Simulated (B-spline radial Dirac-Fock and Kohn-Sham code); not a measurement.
K-shell ionisation of neutral manganese in the configuration [Ar] 3d5 4s2, by electron impact in the relativistic binary-encounter-Bethe (RBEB) model with Dirac-Fock orbital kinetic energies; direct ionisation only. It is a semi-empirical estimate. B and U are the binding and mean kinetic energies of the 1s orbital; B is the tabulated edge.

With B = 6539.0 eV, U = 8390.5 eV and N = 2, the model reads σ = 4πa₀²α⁴N / [(β_t² + β_u² + β_b²)·2b′] × {½[ln(β_t²/(1 − β_t²)) − β_t² − ln 2b′](1 − 1/t²) + 1 − 1/t − (ln t/(t + 1))(1 + 2t′)/(1 + t′/2)² + b′²(t − 1)/(2(1 + t′/2)²)}, where t = T/B, primes denote energies in units of mc², and β_x² = 1 − 1/(1 + x′)².

```
T (eV)  overvoltage T/B  σ_K (b)
 10000             1.53    236.3
 15000             2.29    429.4
 20000             3.06    513.1
 30000             4.59    559.0
 50000             7.65    532.6
100000            15.29    435.4
200000            30.59    344.8
300000            45.88    308.7
 1e+06           152.93    278.6
```

Values without a named source are computed, but for edge energies of neutral atoms, which are taken from tables.
